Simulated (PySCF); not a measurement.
## `O=C1C[C@@H](CF)[C@@H]1F`, C$_{5}$H$_{6}$F$_{2}$O

Geometry (Å), atoms numbered from 1 in this order:
```xyz
14

O    -2.605   -1.056   -0.773
C    -1.547   -0.626   -0.438
C    -0.510   -1.028    0.591
C     0.132    0.369    0.445
C     1.635    0.415    0.233
F     1.997   -0.440   -0.780
C    -0.737    0.622   -0.807
F    -1.397    1.818   -0.857
H    -0.903   -1.299    1.567
H     0.131   -1.830    0.228
H    -0.141    1.046    1.254
H     1.965    1.416   -0.064
H     2.173    0.088    1.129
H    -0.193    0.505   -1.751
```

The calculation used TDDFT CAM-B3LYP/aug-cc-pVDZ circular dichroism and optical rotation, one conformer, gas phase in PySCF. Geometry: GFN2-xTB.

The molecule is flexible and this is one conformer; a measurement averages over conformers.

Q: Draw the ECD and absorption spectra from the lowest 12 states, each a Gaussian of half-width 0.2 eV at 1/e height.

A: 
| E (eV) | λ (nm) | Δε (L mol⁻¹ cm⁻¹) | ε (L mol⁻¹ cm⁻¹) |
| --- | --- | --- | --- |
| 3.52 | 352 | 0.00 | 0 |
| 3.62 | 342 | -0.02 | 0 |
| 3.72 | 333 | -0.10 | 0.0854 |
| 3.82 | 324 | -0.35 | 0.298 |
| 3.92 | 316 | -0.75 | 0.631 |
| 4.02 | 308 | -0.96 | 0.81 |
| 4.12 | 301 | -0.75 | 0.631 |
| 4.22 | 293 | -0.35 | 0.298 |
| 4.32 | 287 | -0.10 | 0.0854 |
| 4.42 | 280 | -0.02 | 0 |
| 4.52 | 274 | 0.00 | 0 |
| 4.62 | 268 | 0.00 | 0 |
| 4.72 | 262 | 0.00 | 0 |
| 4.82 | 257 | 0.00 | 0 |
| 4.92 | 252 | 0.00 | 0 |
| 5.02 | 247 | 0.00 | 0 |
| 5.12 | 242 | 0.00 | 0 |
| 5.22 | 237 | 0.00 | 0 |
| 5.32 | 233 | 0.00 | 0 |
| 5.42 | 229 | 0.00 | 0 |
| 5.52 | 224 | 0.00 | 0 |
| 5.62 | 220 | 0.00 | 0 |
| 5.72 | 217 | 0.00 | 0 |
| 5.82 | 213 | 0.00 | 0 |
| 5.92 | 209 | 0.00 | 0 |
| 6.02 | 206 | 0.00 | 0 |
| 6.12 | 202 | 0.00 | 0 |
| 6.22 | 199 | 0.00 | 0.127 |
| 6.32 | 196 | 0.00 | 2.21 |
| 6.42 | 193 | 0.00 | 23.4 |
| 6.52 | 190 | -0.02 | 152 |
| 6.62 | 187 | -0.11 | 603 |
| 6.72 | 184 | -0.45 | 1490 |
| 6.82 | 182 | -1.13 | 2340 |
| 6.92 | 179 | -1.74 | 2390 |
| 7.02 | 176 | -1.51 | 1630 |
| 7.12 | 174 | -0.84 | 793 |
| 7.22 | 172 | -1.52 | 437 |
| 7.32 | 169 | -4.28 | 608 |
| 7.42 | 167 | -5.87 | 988 |
| 7.52 | 165 | -2.40 | 1100 |
| 7.62 | 163 | +3.02 | 811 |
| 7.72 | 161 | +4.46 | 401 |
| 7.82 | 158 | +2.54 | 161 |
| 7.92 | 156 | +0.91 | 220 |
| 8.02 | 155 | +0.33 | 844 |
| 8.12 | 153 | -0.27 | 2460 |
| 8.22 | 151 | -0.27 | 4820 |

Δε uses R in velocity form, ε uses f in length form. Only the states computed contribute, so the short-wavelength end is incomplete.

The sign of the CD band at 181 nm isn't settled: the length form gives the opposite one.
